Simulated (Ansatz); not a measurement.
Cartesian coordinates in Å:
```
Cl -2.7373 0.3491 0.7784
Si -0.7620 0.6793 1.2310
N 0.2888 -0.4137 0.4074
Si 0.7751 -0.4603 -1.2182
Cl 0.1637 -2.1734 -2.1248
Cl -0.0351 1.1405 -2.1621
Cl 2.7998 -0.3901 -1.3886
H -0.5893 0.4261 2.6771
H -0.4562 2.0703 0.8510
H 0.5525 -1.2277 0.9487
```

The species carries charge 0 and has multiplicity 1.

(1) List the ωB97M-V/def2-TZVPP orbital energies in eV (Ansatz 0.2.0). (An estimate is asked.)

Answers

(1) The calculation gave: Occupied: -2772.54, -2772.39, -2772.39, -2771.96, -1810.16, -1808.51, -395.09, -262.95, -262.81, -262.80, -262.37, -200.42, -200.29, -200.29, -200.27, -200.27, -200.15, -200.15, -200.15, -200.14, -199.83, -199.72, -199.72, -150.90, -149.44, -105.06, -105.04, -104.99, -103.59, -103.56, -103.52, -27.94, -26.73, -26.18, -26.04, -25.85, -18.66, -18.06, -16.08, -14.90, -14.75, -14.20, -13.64, -13.26, -12.73, -12.69, -12.60, -12.10, -11.96, -11.71, -11.57, -11.30, -10.93. Lowest empty: 1.67, 2.23, 2.27, 2.62, 3.13, 3.30, 3.56, 3.70.
